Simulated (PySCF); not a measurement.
Exercise with solution: oscillator strength and radiative lifetime

GeH6O2Si, SMILES O[SiH2][GeH2][OH].

The structure is a stationary point at B3LYP-D3(BJ)/def2-SVP. The structure was generated by enumeration, and PubChem lists no compound with its InChIKey, so it may never have been made. Other conformers were not sampled.

TDDFT-CAM-B3LYP/def2-SVPD (PySCF) puts the first singlet state with f over 0.02 at 7.43 eV (vertical), with the transition dipole (-0.069, 1.142, 0.000) in atomic units.

Q: Find the oscillator strength, the wavelength and the radiative lifetime that this transition would have in vacuum if emission retraced absorption.

A: 
|μ|² = 1.3089 au, so |μ| = 2.91 D. ΔE = 7.43/27.211 = 0.2730 hartree. f = (2/3) ΔE |μ|² = 0.238 (the program prints 0.238).
λ = 1239.84/7.43 = 167 nm; ν = 59927 cm⁻¹.
Einstein's coefficient A = 0.6670 ν² f s⁻¹ (ν in cm⁻¹) = 5.7e8 s⁻¹, so τ = 1/A = 1.8 ns. This state is S4; the lower singlets have f = 0.014, 0.001, 0.003. The figure is the radiative limit of this one transition; relaxation, internal conversion, crossing to triplets and a medium change what is measured.
